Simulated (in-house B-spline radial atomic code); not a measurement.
Sr²⁺. Computed with a B-spline radial atomic code. Model: non-relativistic spherical atom: semilocal Troullier-Martins pseudo-atom, one channel per l, against all electrons, high spin, G0W0 and RPA with empty states to l = 8, local potential for every l without a channel, a model core (radius 0 = none) keeps its share of the functional.

Without relativity these are model numbers for so heavy an element.

What the tables leave out is listed at the end.

The pseudopotential gives back the lowest level of each angular momentum of its own functional in the configuration it was made in; a second state of the same l is only approximately right. Exact exchange, RPA and GW see the smooth pseudo-orbitals and miss the exchange with the core, for which the functional's share stands in. The column with an uncorrelated core keeps all orbitals and exact exchange, and so separates missing core correlation from pseudisation. Only the three outermost levels and the lowest empty one were computed. RPA here is direct RPA, with no exchange kernel, and its energies carry an (l + 1/2)⁻⁴ tail. A hybrid on a potential with a model core restores only its own semilocal share of the core's exchange.

Command:
```bash
python run_psgw.py task.json out
```
Settings (lengths in bohr, energies in hartree):
```
Z                      38
electrons              36
configuration          [Ar] 3d10 4s2 4p6
generated_in           [Kr] 5s2
functional             pbe,pbe
core_shells            6
radius_factor          1
core_correction        False
```

Cost of the run: 26 s on 1 thread of Arm Neoverse N1 (shared host).

Given: made with PBE; model core radius 0 bohr; local radius 1.35 bohr; mean-field start PBE.

Valence shells of the generating configuration: 4s, 4p, 5s.

Channel: s 1.228, p 1.33, d 2.041 (radii in bohr).

Computed: largest level miss in the spin-unpolarised generating configuration 0.025 eV; valence RPA correlation energy all-electron orbitals -0.3965 hartree; all-electron RPA polarisability, core included 5.4537 bohr³; pseudo-atom RPA polarisability 5.4612 bohr³.

| level | occupied | mean-field all-electron (eV) | mean-field pseudo minus all (eV) | G0W0 all-electron (eV) | G0W0 uncorrelated core minus all (eV) | G0W0 pseudo minus all (eV) | exchange self-energy all-electron (eV) | exchange self-energy pseudo (eV) |
| --- | --- | --- | --- | --- | --- | --- | --- | --- |
| 4p | 1 | -36.453 | -0.06 | -43.11 | 0.239 | 0.059 | -27.536 | -23.066 |
| 4d (empty) | 0 | -13.558 | -0.043 | -9.4957 | 0.065 | -0.071 | -6.3896 | -4.844 |

What is the valence RPA correlation energy pseudo?

-0.42484 hartree.

Given: mean-field start PBE0.

Computed: valence RPA correlation energy all-electron orbitals -0.37095 hartree; valence RPA correlation energy pseudo -0.39754 hartree; all-electron RPA polarisability, core included 5.0125 bohr³.

| level | occupied | mean-field all-electron (eV) | mean-field pseudo minus all (eV) | G0W0 all-electron (eV) | G0W0 uncorrelated core minus all (eV) | G0W0 pseudo minus all (eV) | exchange self-energy all-electron (eV) | exchange self-energy pseudo (eV) |
| --- | --- | --- | --- | --- | --- | --- | --- | --- |
| 4p | 1 | -38.391 | -0.016 | -43.257 | 0.235 | 0.053 | -27.465 | -23.078 |
| 5s (empty) | 0 | -12.546 | -0.083 | -10.838 | 0.054 | -0.065 | -1.8664 | -1.1314 |

What is the pseudo-atom RPA polarisability?

5.0275 bohr³.

Given: mean-field start Hartree-Fock.

Computed: valence RPA correlation energy pseudo -0.33483 hartree; all-electron RPA polarisability, core included 4.1628 bohr³; pseudo-atom RPA polarisability 4.153 bohr³.

| level | occupied | mean-field all-electron (eV) | mean-field pseudo minus all (eV) | G0W0 all-electron (eV) | G0W0 uncorrelated core minus all (eV) | G0W0 pseudo minus all (eV) | exchange self-energy all-electron (eV) | exchange self-energy pseudo (eV) |
| --- | --- | --- | --- | --- | --- | --- | --- | --- |
| 4p | 1 | -42.956 | -0.022 | -43.601 | 0.224 | 0.122 | -27.134 | -23.041 |
| 4s | 1 | -64.641 | 0.05 | -61.891 | 0.21 | 0.342 | -34.727 | -29.304 |
| 5s (empty) | 0 | -10.268 | -0.064 | -10.8 | 0.035 | -0.056 | -1.2214 | -0.78054 |

What is the valence RPA correlation energy all-electron orbitals?

-0.31236 hartree.

Among the listed levels the largest G0W0 shift of the pseudo-atom is +0.34 eV, for 4s on the Hartree-Fock start, while leaving the core uncorrelated moves that level by +0.21 eV. The rest, +0.13 eV, comes from pseudisation and the lost core exchange. Not in the tables (levels of low weight, unsolved or above zero; the highest and the empty levels are kept at any weight): on PBE the G0W0 levels 4s (pseudo minus all +0.33 eV, weights 0.58 and 0.56); on PBE0 the G0W0 levels 4s (pseudo minus all +0.37 eV, weights 0.71 and 0.72).
